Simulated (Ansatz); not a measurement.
Ansatz (a quantum-chemistry and plane-wave program) input (HF/3-21G): The .json file is the Basis Set Exchange's 3-21G.

Ansatz 0.2 input:
```yaml
crystal:
  periodic: [false, false, false]
  atoms:
    - {symbol: Ga, position_ang: [-0.00000000, -0.00000000, -1.72468031]}
    - {symbol: I, position_ang: [0.00000000, 0.00000000, 1.00877527]}
basis:
  gaussian:
    orbitals: 3-21G.json
hamiltonian:
  xc: {name: HF}
phonons: {temperatures: {t_min: 298.15, t_max: 298.15, t_step: 100}}
```

Output:

```
Functional definition: HF
integrals: 0.01 GiB planned
641 factors; integrals over basis functions are off by at most 8.4e-5 eV
mean field: 0.17 GiB planned
mean field evaluation 1: about -239507.2877 eV, gradient 1.4e1 eV
mean field evaluation 2: about -239507.2912 eV, gradient 1.4e1 eV
mean field evaluation 4: about -239507.8848 eV, gradient 5.7e-1 eV
mean field evaluation 8: about -239507.8880 eV, gradient 2.0e-5 eV
mean field -239507.88803453 eV, -8801.7525409916 hartree, gradient 2.3e-5 eV, S^2 0.000000; 0 other end points of the search recorded, 0 dependent functions left out
the calculation of the forces begins
reference -239507.88803453 eV, -8801.7525409916 hartree; 42, 42 occupied and 14, 14 virtual orbitals, 641 factors
these checks for a lower state are left out or cut short: stability, starts, cluster_reference, orbital_swaps, neighbouring_geometries, increment
integrals: 0.01 GiB planned
641 factors; integrals over basis functions are off by at most 8.4e-5 eV
mean field: 0.17 GiB planned
mean field evaluation 16: about -239507.8880 eV, gradient 1.6e-6 eV
mean field -239507.88803453 eV, -8801.7525409915 hartree, gradient 1.6e-6 eV, S^2 0.000000; 0 other end points of the search recorded, 0 dependent functions left out
the calculation of the forces begins
reference -239507.88803453 eV, -8801.7525409915 hartree; 42, 42 occupied and 14, 14 virtual orbitals, 641 factors
these checks for a lower state are left out or cut short: stability, starts, cluster_reference, orbital_swaps, neighbouring_geometries, increment
integrals: 0.01 GiB planned
641 factors; integrals over basis functions are off by at most 8.4e-5 eV
mean field: 0.17 GiB planned
mean field -239507.88803453 eV, -8801.7525409915 hartree, gradient 1.6e-6 eV, S^2 0.000000; 0 other end points of the search recorded, 0 dependent functions left out
the calculation of the forces begins
reference -239507.88803453 eV, -8801.7525409915 hartree; 42, 42 occupied and 14, 14 virtual orbitals, 641 factors
these checks for a lower state are left out or cut short: stability, starts, cluster_reference, orbital_swaps, neighbouring_geometries, increment
integrals: 0.01 GiB planned
641 factors; integrals over basis functions are off by at most 8.4e-5 eV
mean field: 0.17 GiB planned
mean field evaluation 32: about -239507.8880 eV, gradient 1.6e-6 eV
mean field -239507.88803453 eV, -8801.7525409915 hartree, gradient 1.6e-6 eV, S^2 0.000000; 0 other end points of the search recorded, 0 dependent functions left out
the calculation of the forces begins
reference -239507.88803453 eV, -8801.7525409915 hartree; 42, 42 occupied and 14, 14 virtual orbitals, 641 factors
these checks for a lower state are left out or cut short: stability, starts, cluster_reference, orbital_swaps, neighbouring_geometries, increment
integrals: 0.01 GiB planned
641 factors; integrals over basis functions are off by at most 8.4e-5 eV
mean field: 0.17 GiB planned
mean field -239507.88803453 eV, -8801.7525409915 hartree, gradient 1.6e-6 eV, S^2 0.000000; 0 other end points of the search recorded, 0 dependent functions left out
the calculation of the forces begins
reference -239507.88803453 eV, -8801.7525409915 hartree; 42, 42 occupied and 14, 14 virtual orbitals, 641 factors
these checks for a lower state are left out or cut short: stability, starts, cluster_reference, orbital_swaps, neighbouring_geometries, increment
integrals: 0.01 GiB planned
641 factors; integrals over basis functions are off by at most 8.3e-5 eV
mean field: 0.17 GiB planned
mean field -239507.88801549 eV, -8801.7525402921 hartree, gradient 1.6e-6 eV, S^2 0.000000; 0 other end points of the search recorded, 0 dependent functions left out
the calculation of the forces begins
reference -239507.88801549 eV, -8801.7525402921 hartree; 42, 42 occupied and 14, 14 virtual orbitals, 641 factors
these checks for a lower state are left out or cut short: stability, starts, cluster_reference, orbital_swaps, neighbouring_geometries, increment
integrals: 0.01 GiB planned
641 factors; integrals over basis functions are off by at most 8.4e-5 eV
mean field: 0.17 GiB planned
mean field -239507.88801398 eV, -8801.7525402363 hartree, gradient 1.6e-6 eV, S^2 0.000000; 0 other end points of the search recorded, 0 dependent functions left out
the calculation of the forces begins
reference -239507.88801398 eV, -8801.7525402363 hartree; 42, 42 occupied and 14, 14 virtual orbitals, 641 factors
these checks for a lower state are left out or cut short: stability, starts, cluster_reference, orbital_swaps, neighbouring_geometries, increment
integrals: 0.01 GiB planned
641 factors; integrals over basis functions are off by at most 8.4e-5 eV
mean field: 0.17 GiB planned
mean field evaluation 64: about -239507.8880 eV, gradient 1.6e-6 eV
mean field -239507.88803453 eV, -8801.7525409915 hartree, gradient 1.6e-6 eV, S^2 0.000000; 0 other end points of the search recorded, 0 dependent functions left out
the calculation of the forces begins
reference -239507.88803453 eV, -8801.7525409915 hartree; 42, 42 occupied and 14, 14 virtual orbitals, 641 factors
these checks for a lower state are left out or cut short: stability, starts, cluster_reference, orbital_swaps, neighbouring_geometries, increment
integrals: 0.01 GiB planned
641 factors; integrals over basis functions are off by at most 8.4e-5 eV
mean field: 0.17 GiB planned
mean field -239507.88803453 eV, -8801.7525409915 hartree, gradient 1.6e-6 eV, S^2 0.000000; 0 other end points of the search recorded, 0 dependent functions left out
the calculation of the forces begins
reference -239507.88803453 eV, -8801.7525409915 hartree; 42, 42 occupied and 14, 14 virtual orbitals, 641 factors
these checks for a lower state are left out or cut short: stability, starts, cluster_reference, orbital_swaps, neighbouring_geometries, increment
integrals: 0.01 GiB planned
641 factors; integrals over basis functions are off by at most 8.4e-5 eV
mean field: 0.17 GiB planned
mean field -239507.88803453 eV, -8801.7525409915 hartree, gradient 1.6e-6 eV, S^2 0.000000; 0 other end points of the search recorded, 0 dependent functions left out
the calculation of the forces begins
reference -239507.88803453 eV, -8801.7525409915 hartree; 42, 42 occupied and 14, 14 virtual orbitals, 641 factors
these checks for a lower state are left out or cut short: stability, starts, cluster_reference, orbital_swaps, neighbouring_geometries, increment
integrals: 0.01 GiB planned
641 factors; integrals over basis functions are off by at most 8.4e-5 eV
mean field: 0.17 GiB planned
mean field -239507.88803453 eV, -8801.7525409915 hartree, gradient 1.6e-6 eV, S^2 0.000000; 0 other end points of the search recorded, 0 dependent functions left out
the calculation of the forces begins
reference -239507.88803453 eV, -8801.7525409915 hartree; 42, 42 occupied and 14, 14 virtual orbitals, 641 factors
these checks for a lower state are left out or cut short: stability, starts, cluster_reference, orbital_swaps, neighbouring_geometries, increment
integrals: 0.01 GiB planned
641 factors; integrals over basis functions are off by at most 8.4e-5 eV
mean field: 0.17 GiB planned
mean field evaluation 96: about -239507.8880 eV, gradient 1.6e-6 eV
mean field -239507.88801398 eV, -8801.7525402363 hartree, gradient 1.6e-6 eV, S^2 0.000000; 0 other end points of the search recorded, 0 dependent functions left out
the calculation of the forces begins
reference -239507.88801398 eV, -8801.7525402363 hartree; 42, 42 occupied and 14, 14 virtual orbitals, 641 factors
these checks for a lower state are left out or cut short: stability, starts, cluster_reference, orbital_swaps, neighbouring_geometries, increment
integrals: 0.01 GiB planned
641 factors; integrals over basis functions are off by at most 8.3e-5 eV
mean field: 0.17 GiB planned
mean field -239507.88801549 eV, -8801.7525402921 hartree, gradient 1.6e-6 eV, S^2 0.000000; 0 other end points of the search recorded, 0 dependent functions left out
the calculation of the forces begins
reference -239507.88801549 eV, -8801.7525402921 hartree; 42, 42 occupied and 14, 14 virtual orbitals, 641 factors
Total energy: -239507.88803453 eV, -8801.7525409916 hartree
Atom 0 at    -0.000000    -0.000000    -1.724680 Å, force    -0.000000     0.000000     0.000325 eV/Å
Atom 1 at     0.000000     0.000000     1.008775 Å, force     0.000000     0.000000    -0.000325 eV/Å
Dipole moment:    -0.000000    -0.000000    -0.921836 e Å
Vibrations: 195.63 cm⁻¹, zero-point energy 0.012128 eV
```

The blocks after the first are displaced geometries, from whose forces the wavenumbers follow.
